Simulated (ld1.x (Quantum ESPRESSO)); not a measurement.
**Which change was made? (Hg, TM)**

| Item | Value |
| --- | --- |
| Element | Hg (Z = 80) |
| Generator | ld1.x (Quantum ESPRESSO) 7.5 |
| Type | norm-conserving Troullier–Martins (Kleinman–Bylander form) |
| Functional | PBE |
| Relativity | fully relativistic |
| Frozen core | [Xe] 4f14 |
| Valence charge | 12 |
| Reference configuration | 5d10 6s2 6p0 |
| Partial waves | 6s (bound): rc 2.35 bohr; 6p (bound, empty): rc 2.45 bohr; 5d (bound): rc 1.85 bohr |
| Local potential | all-electron potential smoothed inside 2.20 bohr (lloc = -1) |
| Core correction | none |

Open shells are filled in proportion to 2j + 1 (rel_dist='average').

Cutoffs, loose and tight: the cutoffs (Ry, on a coarse ladder) from which the occupation-weighted sum of valence levels, in a spherical-Bessel basis at the reference potential, stays within 10 and 1 mRy of its value at 400 Ry. They do not see the model core or the augmentation charge, which bear on the density cutoff. Test errors are all-electron minus pseudo excitation energies from the reference, over the configurations 5d10 6s1 6p0; 5d10 6s0 6p0; 5d9 6s0 6p0; 5d8 6s0 6p0; 5d10 6s1.5 6p0; 5d10 6s1 6p1; 5d9 6s2 6p1; variants that change the core or the reference have their own tests.

The base gives: outcome: generated; cutoff, loose: 50 Ry; cutoff, tight: 70 Ry; bound ghosts: none; largest test error (meV): +48.

(1) After one change the result is: outcome: generated; cutoff, loose: 35 Ry; cutoff, tight: 55 Ry; bound ghosts: none; largest test error (meV): +40. Which change was it?
A. wave 5d (bound): rc 1.85 bohr becomes 5d (bound): rc 1.28 bohr
B. wave 5d (bound): rc 1.85 bohr becomes 5d (bound): rc 2.76 bohr
C. wave 5d (bound): rc 1.85 bohr becomes 5d (bound): rc 2.50 bohr

## Answers

(1) B. The others give: wave 5d (bound): rc 1.85 bohr becomes 5d (bound): rc 1.28 bohr → outcome: generated; cutoff, loose: 70 Ry; cutoff, tight: 90 Ry; bound ghosts: none; largest test error (meV): +49 | wave 5d (bound): rc 1.85 bohr becomes 5d (bound): rc 2.50 bohr → outcome: generated; cutoff, loose: 40 Ry; cutoff, tight: 60 Ry; bound ghosts: none; largest test error (meV): -35.
